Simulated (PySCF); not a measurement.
How methods differ on the ionisation energy of In(2+)

In(2+) [Kr] 4d10 5s1 (2S) → In(3+) [Kr] 4d10 (1S), as a difference of total energies. All numbers are calculated (PySCF 2.14, scalar relativity by spin-free X2C-1e, in Sapporo-DKH3-DZP-2012). Correlated levels: valence and next inner shell: [Ar] 3d10 frozen. The calculations carry no spin-orbit coupling.

```csv
method,ionisation energy (eV)
UHF,26.707
MP2 (valence and next inner shell),27.760
SCS-MP2 (valence and next inner shell),27.560
CCSD (valence and next inner shell),27.584
CCSD(T) (valence and next inner shell),27.612
```

Errors of the correlated levels include the incompleteness of this basis and the frozen core.

Q: Which method comes closest to the reference value, and which is furthest?

A: The reference is 28.044 eV (measured; NIST Atomic Spectra Database, ionization energies). Closest: MP2 (valence and next inner shell) (error -0.284 eV); furthest: UHF (error -1.337 eV).
